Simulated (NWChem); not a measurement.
# TiNH3O2; SMILES [NH2][Ti](=[O])[OH]

```xyz
7

Ti    -0.0609    -0.0289     0.0000
O     -1.6544     0.0353     0.0000
O      0.7909    -1.6340     0.0000
H      0.4794    -2.5430     0.0000
N      0.8035     1.6561     0.0000
H      1.8093     1.8171     0.0000
H      0.3336     2.5587     0.0000
```
Atoms are numbered in this order, from 1.

Program: NWChem. The geometry was optimised at PBE0/def2-SVP. Total energies compare along this basis series because the functional is fixed.

```json
[
 {"level": "PBE/pcseg-1", "basis functions": "88", "energy (Ha)": "-1056.0479", "highest occupied level (eV)": "___", "orbital gap (eV)": "3.26", "dipole (D)": "2.23"},
 {"level": "PBE/aug-pcseg-1", "basis functions": "143", "energy (Ha)": "-1056.0703", "highest occupied level (eV)": "-6.55", "orbital gap (eV)": "3.29", "dipole (D)": "2.20"},
 {"level": "PBE/pcseg-2", "basis functions": "188", "energy (Ha)": "-1056.2960", "highest occupied level (eV)": "-6.48", "orbital gap (eV)": "3.31", "dipole (D)": "2.19"},
 {"level": "PBE/STO-3G", "basis functions": "36", "energy (Ha)": "-1044.5768", "highest occupied level (eV)": "-2.11", "orbital gap (eV)": "2.88", "dipole (D)": "2.14"},
 {"level": "PBE/def2-SVP", "basis functions": "88", "energy (Ha)": "-1055.9065", "highest occupied level (eV)": "-5.97", "orbital gap (eV)": "3.23", "dipole (D)": "2.09"}
]
```

### Question
Some entries are withheld; supply them.

### Answer

- PBE/pcseg-1, highest occupied level (eV): -6.34
